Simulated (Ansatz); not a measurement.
## How methods differ on AlF3 (SMILES F[Al](F)F)

AlF3, singlet, SMILES `F[Al](F)F`. Each level relaxes the structure for itself.

Quantity: the zero-point energy at each level's own minimum, in kJ/mol. The values are calculated.

```tsv
level	kind	program	value (kJ/mol)
SVWN5/def2-TZVP	LDA	Ansatz	20.1
PBE-D3(BJ)/def2-TZVP	GGA	Ansatz	19.5
r2SCAN/def2-TZVP	meta-GGA	Ansatz	20.3
PBE0-D4/def2-TZVP	global hybrid	Ansatz	20.4
wB97X-V/def2-TZVP	range-separated hybrid	Ansatz	20.3
```

Harmonic and unscaled. The values span 19.5 to 20.4 kJ/mol.
